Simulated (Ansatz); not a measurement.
Basis-set extrapolation for CH4ClFOSSi, SMILES `OC(F)(S)[SiH2]Cl` (PBE0-D4/def2-TZVP geometry, frozen core, the Gaussian-basis code of Ansatz). Multiplicity 1, RHF reference.

|  | def2-TZVPP | def2-QZVPP |
| --- | --- | --- |
| HF | -1360.625844 | -1360.668297 |
| MP2 correlation | -1.140268 | -1.240867 |
| CCSD(T) correlation | -1.239698 | not run |

Energies in hartree. Use E(X) = E(∞) + A·exp(−7.88·√X) for Hartree–Fock and E(X) = E(∞) + B·X^(−2.97) for correlation, with X = 3 and 4, and add CCSD(T) minus MP2 of the smaller set to the MP2 limit.

Question: What is the CCSD(T) energy at the basis-set limit?

Answer: HF limit: -1360.668297 + (-0.042453) × 0.13774 = -1360.67414. MP2 limit: -1.240867 + (-0.100599) × 0.74074 = -1.31538. Higher-order term: -1.239698 − (-1.140268) = -0.09943. Total: -1362.08895 hartree, 586.6 kJ/mol below CCSD(T)/def2-TZVPP.
